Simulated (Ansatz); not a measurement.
```yaml
crystal:
  periodic: [false, false, false]
  atoms:
    - {symbol: O, position_ang: [-0.148169, 1.470384, -0.546489]}
    - {symbol: C, position_ang: [0.482695, 0.442309, 0.172681]}
    - {symbol: B, position_ang: [-0.148033, -0.972955, 0.177082]}
    - {symbol: Cl, position_ang: [-1.622240, -1.278127, -0.713993]}
    - {symbol: H, position_ang: [-0.932684, 1.106443, -0.968729]}
    - {symbol: H, position_ang: [0.598350, 0.738912, 1.229911]}
    - {symbol: H, position_ang: [1.522607, 0.318457, -0.178692]}
    - {symbol: H, position_ang: [0.339572, -1.882522, 0.772431]}
basis:
  gaussian: {orbitals: def2-TZVP}
magnetization: {spin_polarized: true, initial_magnetization: 0}
hamiltonian: {xc: {name: PBEsol}, dispersion: d3bjatm}
```

```sh
$ ansatz run in.yaml --threads 2 --pin off --events-out ev --progress --plain --max-ram 4352MiB
```

Output, abridged:

```
Functional definition: PBEsol
932 factors; their error is unknown
mean field evaluation 1: about -16297.8545 eV, gradient 4.5e1 eV
mean field evaluation 2: about -16249.9471 eV, gradient 1.0e2 eV
mean field evaluation 4: about -16306.6452 eV, gradient 9.0e0 eV
mean field evaluation 8: about -16306.9918 eV, gradient 2.1e-1 eV
mean field evaluation 16: about -16306.9725 eV, gradient 2.6e-4 eV
mean field -16306.97248687 eV, -599.2701856297 hartree, gradient 2.8e-5 eV, S^2 0.000000; 0 other end points of the search recorded, 0 dependent functions left out
reference -16306.97252535 eV, -599.2701870438 hartree; 20, 20 occupied and 134, 134 virtual orbitals, 932 factors
Total energy: -16307.02514593 eV, -599.2721208143 hartree
```

Hardware: 2 threads of an Arm Neoverse V1 on a shared host. Wall time 3 s, peak host memory 0.36 GiB.
